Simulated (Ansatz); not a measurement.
Start from `C=C[SiH2]N[SiH3]` and change one atom or group to get `C=C[SiH2]N[SiH](Cl)Cl`.

Ansatz, PBE0-D4/def2-TZVP geometries, multiplicity 1. Each molecule was computed in one conformer, which needn't be the lowest.

```csv
property,`C=C[SiH2]N[SiH3]`
LUMO energy (PBE0/def2-TZVPP) / eV,-0.64
HOMO–LUMO gap (PBE0/def2-TZVPP) / eV,6.78
LUMO energy (B3LYP/def2-TZVPP) / eV,-0.84
HOMO energy (B3LYP/def2-TZVPP) / eV,-7.20
HOMO–LUMO gap (B3LYP/def2-TZVPP) / eV,6.36
HOMO–LUMO gap (ωB97M-V/def2-TZVPP) / eV,11.03
```

Q: What does the change do to each property? (Estimate.)

A: Ansatz gave: 
| property | `C=C[SiH2]N[SiH](Cl)Cl` | shift |
| --- | --- | --- |
| LUMO energy (PBE0/def2-TZVPP) / eV | -0.50 | 0.14 |
| HOMO–LUMO gap (PBE0/def2-TZVPP) / eV | 7.47 | 0.69 |
| LUMO energy (B3LYP/def2-TZVPP) / eV | -0.71 | 0.13 |
| HOMO energy (B3LYP/def2-TZVPP) / eV | -7.74 | -0.54 |
| HOMO–LUMO gap (B3LYP/def2-TZVPP) / eV | 7.03 | 0.67 |
| HOMO–LUMO gap (ωB97M-V/def2-TZVPP) / eV | 11.78 | 0.75 |

With PBE0 the HOMO falls by 0.55 eV and the LUMO rises by 0.14 eV, so the gap widens by about 0.69 eV. PBE moves the HOMO by -0.60 eV and ωB97M-V by -0.53 eV.

B3LYP here is the variant with VWN-RPA as its local correlation; programs differ in this.
